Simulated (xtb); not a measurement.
xtb input:

```bash
xtb mol.xyz --gfn 2 --sp --chrg 0 --uhf 0
```
mol.xyz:
```
13

C     -2.08019445     1.87023327     0.24009911
O     -0.67109939     1.79571587     0.45084263
Ge     0.20966773     0.29414767     0.18715536
Br    -0.47106701    -1.34619006     1.64180967
Br    -0.12038387    -0.38886685    -2.00528361
O      1.90416196     0.60858909     0.50569901
C      2.59559863     1.59840763    -0.26311583
H     -2.34181493     1.62942341    -0.79339396
H     -2.37786408     2.89640117     0.45204269
H     -2.61780943     1.19785152     0.91371064
H      2.59847572     1.34460939    -1.32619311
H      2.15124547     2.58671075    -0.12780485
H      3.62225569     1.61298503     0.10002187
```

**Question.** Which total energy does the run end on?

**Answer.** -25.69895 Eh (GFN2-xTB).
